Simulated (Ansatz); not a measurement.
```xyz
11

C     0.0000   -0.2363   -1.1693
C     0.0000    0.5331    0.0000
C     0.0000   -0.2363    1.1693
H     0.0000    0.3431   -2.0001
H     0.8165   -0.8361   -1.2151
H    -0.8165   -0.8361   -1.2151
H    -0.8088    1.1473    0.0000
H     0.8088    1.1473    0.0000
H     0.0000    0.3431    2.0001
H    -0.8165   -0.8361    1.2151
H     0.8165   -0.8361    1.2151
```

Basis set: 6-31G* (spherical functions). Left uncorrelated: 3 orbitals. Charge 0, multiplicity 1.

Computed with Ansatz (development build ahead of 0.2.0); each method stands on the lowest determinant of its kind that the runs found. Restricted open shells among the atoms or ions are ROHF, correlated in semicanonical orbitals with singles.

Q: Give the atomization energy at this shape (free ground-state atoms in the same class of orbitals less the molecule, no zero-point energy) of singlet C3H8 by RHF-MP2, RHF.

A:

```
 method  atomization energy
RHF-MP2       3712.4 kJ/mol
    RHF       3120.5 kJ/mol
```

Caution: no unrestricted run beside it, a lower state can exist; the shape is not the minimum.
